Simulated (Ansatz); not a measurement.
`C[N](C)[In]([Cl])[N](C)C` and `C[N](C)[In]([SH])[Cl]` differ in one atom or group.

Ansatz, PBE0-D4/def2-TZVP geometries, multiplicity 1. Each molecule was computed in one conformer, which needn't be the lowest.

Elements past krypton have def2 core potentials.

```csv
property,`C[N](C)[In]([Cl])[N](C)C`
HOMO–LUMO gap (ωB97M-V/def2-TZVPP) / eV,8.85
HOMO energy (PBE/def2-TZVPP) / eV,-4.77
HOMO energy (B3LYP/def2-TZVPP) / eV,-5.82
HOMO energy (PBE0/def2-TZVPP) / eV,-6.01
size of the dipole moment (ωB97M-V/def2-TZVPP) / D,2.92
LUMO energy (PBE/def2-TZVPP) / eV,-2.09
```

(1) What does the change do to each property? (Estimate.)

Results:

(1) Computed: 
| property | `C[N](C)[In]([SH])[Cl]` | shift |
| --- | --- | --- |
| HOMO–LUMO gap (ωB97M-V/def2-TZVPP) / eV | 8.97 | 0.12 |
| HOMO energy (PBE/def2-TZVPP) / eV | -5.19 | -0.42 |
| HOMO energy (B3LYP/def2-TZVPP) / eV | -6.23 | -0.41 |
| HOMO energy (PBE0/def2-TZVPP) / eV | -6.42 | -0.41 |
| size of the dipole moment (ωB97M-V/def2-TZVPP) / D | 1.78 | -1.14 |
| LUMO energy (PBE/def2-TZVPP) / eV | -2.48 | -0.39 |

Dipoles are sizes alone; their direction can turn.

Positive LUMOs are unbound, so they and the gaps depend on the basis.

B3LYP here is the variant with VWN-RPA as its local correlation; programs differ in this.
